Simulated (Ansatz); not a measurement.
C2H5, doublet, geometry from GFN2-xTB. Base run: HF/6-311G** (Ansatz, a first-principles code).

Here is a job for Ansatz.
Ansatz 0.2 input:
```yaml
crystal:
  periodic: [false, false, false]
  atoms:
    - {symbol: C, position_ang: [0.77663934, -0.10802493, -0.02608915]}
    - {symbol: C, position_ang: [-0.67917820, 0.09855658, 0.00501522]}
    - {symbol: H, position_ang: [1.44586940, 0.69059131, 0.22632164]}
    - {symbol: H, position_ang: [1.18490479, -1.08700828, -0.18190609]}
    - {symbol: H, position_ang: [-1.08591799, -0.07299585, 1.01204191]}
    - {symbol: H, position_ang: [-0.93883967, 1.12118761, -0.26794879]}
    - {symbol: H, position_ang: [-1.19078337, -0.59496465, -0.66206507]}
basis:
  gaussian:
    orbitals: 6-311G__.json
hamiltonian:
  xc: hf
magnetization: {spin_polarized: true, initial_magnetization: 1}
```
The basis file holds 6-311G** in the JSON format of the Basis Set Exchange.

The bond that is stretched is that between atoms 4 and 1. A test that says stable can miss a lower solution.

Variants of this job, named by their change:

| change | ΔE vs base (kcal/mol) | <S^2> | stability test says |
|---|---|---|---|
| base | 0.000 | 0.763 | minimum |
| spin_polarized = on; lower_state_search = off | 0.000 | 0.763 | undecided (no full test) |
| spin_polarized = on; lower_state_search = standard | 0.000 | 0.763 | minimum |
| bond × 1.25 | 19.29 | 0.774 | minimum |
| spin_polarized = on; lower_state_search = off; bond × 1.25 | 19.29 | 0.774 | undecided (no full test) |
| spin_polarized = on; lower_state_search = standard; bond × 1.25 | 19.29 | 0.774 | minimum |
| bond × 1.5 | 51.17 | 0.916 | minimum |
| spin_polarized = on; lower_state_search = off; bond × 1.5 | 51.17 | 0.916 | undecided (no full test) |
| spin_polarized = on; lower_state_search = standard; bond × 1.5 | 51.17 | 0.916 | minimum |
| bond × 1.8 | 74.2 | 1.387 | minimum |
| spin_polarized = on; lower_state_search = off; bond × 1.8 | 74.2 | 1.387 | undecided (no full test) |
| spin_polarized = on; lower_state_search = standard; bond × 1.8 | 74.2 | 1.387 | minimum |
| bond × 2.2 | 83.5 | 1.655 | minimum |
| spin_polarized = on; lower_state_search = off; bond × 2.2 | 83.5 | 1.655 | undecided (no full test) |
| spin_polarized = on; lower_state_search = standard; bond × 2.2 | 83.5 | 1.655 | minimum |
| bond × 3.0 | 86.2 | 1.756 | minimum |
| spin_polarized = on; lower_state_search = off; bond × 3.0 | 98.7 | 1.558 | undecided (no full test) |
| spin_polarized = on; lower_state_search = standard; bond × 3.0 | 86.2 | 1.756 | minimum |

On stretching, the SCF can end on different states; <S^2> shows the spin contamination of each.
